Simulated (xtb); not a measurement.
xtb input (GFN2-xTB):

```bash
xtb mol.xyz --gfn 2 --sp --chrg -1 --uhf 0
```
mol.xyz:
```
6

C     -1.40547486     0.30099854     0.07374885
S      0.21935365    -0.50422896    -0.16615706
O      1.26866513     0.60802811     0.23096221
H     -1.53048985     0.62032050     1.11720610
H     -2.19873660    -0.41231802    -0.18333439
H     -1.49690385     1.18944476    -0.56554948
```

Output:

```
           -------------------------------------------------
          |                Calculation Setup                |
           -------------------------------------------------

           -------------------------------------------------
          |                 G F N 2 - x T B                 |
           -------------------------------------------------

        Reference                      10.1021/acs.jctc.8b01176
      * Hamiltonian:
        H0-scaling (s, p, d)           1.850000    2.230000    2.230000
        zeta-weighting                 0.500000
      * Dispersion:
        s8                             2.700000
        a1                             0.520000
        a2                             5.000000
        s9                             5.000000
      * Repulsion:
        kExp                           1.500000    1.000000
        rExp                           1.000000
      * Coulomb:
        alpha                          2.000000
        third order                    shell-resolved
        anisotropic                    true
        a3                             3.000000
        a5                             4.000000
        cn-shift                       1.200000
        cn-exp                         4.000000
        max-rad                        5.000000

          ...................................................
          :                      SETUP                      :
          :.................................................:
          :  # basis functions                  21          :
          :  # atomic orbitals                  20          :
          :  # shells                           10          :
          :  # electrons                        20          :
          :  max. iterations                   250          :
          :  Hamiltonian                  GFN2-xTB          :
          :  restarted?                      false          :
          :  GBSA solvation                  false          :
          :  PC potential                    false          :
          :  electronic temp.          300.0000000     K    :
          :  accuracy                    1.0000000          :
          :  -> integral cutoff          0.2500000E+02      :
          :  -> integral neglect         0.1000000E-07      :
          :  -> SCF convergence          0.1000000E-05 Eh   :
          :  -> wf. convergence          0.1000000E-03 e    :
          :  Broyden damping             0.4000000          :
          :  net charge                         -1          :
          :  unpaired electrons                  0          :
          ...................................................

 iter      E             dE          RMSdq      gap      omega  full diag
   1    -11.1307698 -0.111308E+02  0.686E+00    4.49       0.0  T
   2    -11.2033693 -0.725994E-01  0.423E+00    3.66       1.0  T
   3    -11.2091570 -0.578778E-02  0.187E+00    3.71       1.0  T
   4    -11.2097477 -0.590633E-03  0.503E-01    3.54       1.0  T
   5    -11.2097714 -0.237324E-04  0.167E-01    3.57       1.0  T
   6    -11.2097882 -0.168156E-04  0.131E-01    3.54       1.0  T
   7    -11.2098047 -0.165170E-04  0.733E-02    3.55       1.0  T
   8    -11.2098102 -0.549593E-05  0.155E-02    3.55       2.6  T
   9    -11.2098106 -0.359169E-06  0.175E-03    3.55      23.3  T
  10    -11.2098106 -0.443031E-09  0.792E-04    3.55      51.5  T
  11    -11.2098106 -0.807841E-09  0.248E-04    3.55     164.7  T

   *** convergence criteria satisfied after 11 iterations ***

         #    Occupation            Energy/Eh            Energy/eV
      -------------------------------------------------------------
         1        2.0000           -0.4750795             -12.9276
       ...           ...                  ...                  ...
         4        2.0000           -0.3168271              -8.6213
         5        2.0000           -0.3145165              -8.5584
         6        2.0000           -0.2730925              -7.4312
         7        2.0000           -0.2216056              -6.0302
         8        2.0000           -0.1979740              -5.3871
         9        2.0000           -0.1468434              -3.9958
        10        2.0000           -0.0899099              -2.4466 (HOMO)
        11                          0.0407284               1.1083 (LUMO)
        12                          0.0883752               2.4048
        13                          0.2176125               5.9215
        14                          0.2644885               7.1971
        15                          0.2966719               8.0729
       ...                                ...                  ...
        20                          0.8288392              22.5539
      -------------------------------------------------------------
                  HL-Gap            0.1306383 Eh            3.5549 eV
             Fermi-level           -0.0245907 Eh           -0.6691 eV

 SCC (total)                   0 d,  0 h,  0 min,  0.004 sec
 SCC setup                      ...        0 min,  0.000 sec (  2.608%)
 Dispersion                     ...        0 min,  0.000 sec (  1.422%)
 classical contributions        ...        0 min,  0.000 sec (  1.393%)
 integral evaluation            ...        0 min,  0.001 sec ( 15.945%)
 iterations                     ...        0 min,  0.002 sec ( 53.458%)
 molecular gradient             ...        0 min,  0.001 sec ( 21.751%)
 printout                       ...        0 min,  0.000 sec (  3.081%)

         :::::::::::::::::::::::::::::::::::::::::::::::::::::
         ::                     SUMMARY                     ::
         :::::::::::::::::::::::::::::::::::::::::::::::::::::
         :: total energy             -11.148628793406 Eh    ::
         :: gradient norm              0.029139488801 Eh/a0 ::
         :: HOMO-LUMO gap              3.554850013862 eV    ::
         ::.................................................::
         :: SCC energy               -11.209810465836 Eh    ::
         :: -> isotropic ES            0.179220521780 Eh    ::
         :: -> anisotropic ES         -0.003270993165 Eh    ::
         :: -> anisotropic XC          0.003668491704 Eh    ::
         :: -> dispersion             -0.002872918443 Eh    ::
         :: repulsion energy           0.061181672430 Eh    ::
         :: add. restraining           0.000000000000 Eh    ::
         :: total charge              -1.000000000000 e     ::
         :::::::::::::::::::::::::::::::::::::::::::::::::::::

           -------------------------------------------------
          |                Property Printout                |
           -------------------------------------------------

    * Orbital Energies and Occupations

         #    Occupation            Energy/Eh            Energy/eV
      -------------------------------------------------------------
         1        2.0000           -0.4750795             -12.9276
         2        2.0000           -0.4183818             -11.3847
         3        2.0000           -0.3703959             -10.0790
         4        2.0000           -0.3168271              -8.6213
         5        2.0000           -0.3145165              -8.5584
         6        2.0000           -0.2730925              -7.4312
         7        2.0000           -0.2216056              -6.0302
         8        2.0000           -0.1979740              -5.3871
         9        2.0000           -0.1468434              -3.9958
        10        2.0000           -0.0899099              -2.4466 (HOMO)
        11                          0.0407284               1.1083 (LUMO)
        12                          0.0883752               2.4048
        13                          0.2176125               5.9215
Note: The following floating-point exceptions are signalling: IEEE_DENORMAL
normal termination of xtb
        14                          0.2644885               7.1971
        15                          0.2966719               8.0729
        16                          0.3077160               8.3734
        17                          0.3874590              10.5433
        18                          0.3996680              10.8755
        19                          0.4432322              12.0610
        20                          0.8288392              22.5539
      -------------------------------------------------------------
                  HL-Gap            0.1306383 Eh            3.5549 eV
             Fermi-level           -0.0245907 Eh           -0.6691 eV

     #   Z          covCN         q      C6AA      α(0)
     1   6 C        3.739    -0.009    20.809     6.509
     2  16 S        1.827    -0.346   156.192    21.035
     3   8 O        0.858    -0.604    26.228     6.866
     4   1 H        0.923    -0.010     3.237     2.814
     5   1 H        0.924    -0.021     3.442     2.901
     6   1 H        0.923    -0.010     3.237     2.814

 Mol. C6AA /au·bohr⁶  :        756.839123
 Mol. C8AA /au·bohr⁸  :      23508.719199
 Mol. α(0) /au        :         42.939076

Wiberg/Mayer (AO) data.
largest (>0.10) Wiberg bond orders for each atom

 ---------------------------------------------------------------------------
     #   Z sym  total        # sym  WBO       # sym  WBO       # sym  WBO
 ---------------------------------------------------------------------------
     1   6 C    3.992 --     5 H    0.990     4 H    0.988     6 H    0.988
                             2 S    0.962
     2  16 S    2.603 --     3 O    1.620     1 C    0.962
     3   8 O    1.699 --     2 S    1.620
     4   1 H    1.000 --     1 C    0.988
     5   1 H    1.000 --     1 C    0.990
     6   1 H    1.000 --     1 C    0.988
 ---------------------------------------------------------------------------

Topologies differ in total number of bonds
Writing topology from bond orders to xtbtopo.mol

molecular dipole:
                 x           y           z       tot (Debye)
 q only:       -1.428      -0.387      -0.159
   full:       -1.757       0.028      -0.025       4.467
molecular quadrupole (traceless):
                xx          xy          yy          xz          yz          zz
 q only:       -3.413      -2.228       0.968      -0.875      -0.621       2.445
  q+dip:       -3.569      -2.250       0.215      -0.908      -1.256       3.354
   full:       -2.771      -2.453       0.234      -0.942      -0.942       2.537

           -------------------------------------------------
          | TOTAL ENERGY              -11.148628793406 Eh   |
          | GRADIENT NORM               0.029139488801 Eh/α |
          | HOMO-LUMO GAP               3.554850013862 eV   |
           -------------------------------------------------

------------------------------------------------------------------------
------------------------------------------------------------------------
 total:
 SCF:
```
